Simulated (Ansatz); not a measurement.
Mulliken charges of `[SiH3]OBS` from PBE/def2-TZVPP in Ansatz (PBE0-D4/def2-TZVP geometry).

| atom | x (Å) | y (Å) | z (Å) | charge (e) |
| --- | --- | --- | --- | --- |
| Si1 | -1.069 | 0.757 | 0.433 | 0.323 |
| O2 | -0.404 | -0.734 | 0.218 | -0.239 |
| B3 | 0.708 | -1.345 | -0.237 | 0.155 |
| S4 | 2.161 | -0.517 | -0.921 | -0.189 |
| H5 | -1.264 | 0.969 | 1.886 | -0.046 |
| H6 | -0.187 | 1.825 | -0.110 | -0.062 |
| H7 | -2.369 | 0.781 | -0.276 | -0.045 |
| H8 | 0.776 | -2.538 | -0.202 | -0.004 |
| H9 | 1.737 | 0.754 | -0.807 | 0.107 |

Problem. By hand: the dipole of these point charges (1 e Å = 4.8032 D).

Solution. Σ q r = (-0.188, 0.207, 0.072) e Å, of length 0.289 e Å = 1.39 D.

Problem. How does the dipole of the full density compare? (Estimate.)

Solution. Computed: (-0.181, 0.299, 0.063) e Å, 1.71 D; the point charges give 0.81 times that, at 12° from its direction.

Point charges leave out the atoms' own dipoles, such as those of lone pairs, and Mulliken's split depends on the basis, so the two needn't agree.
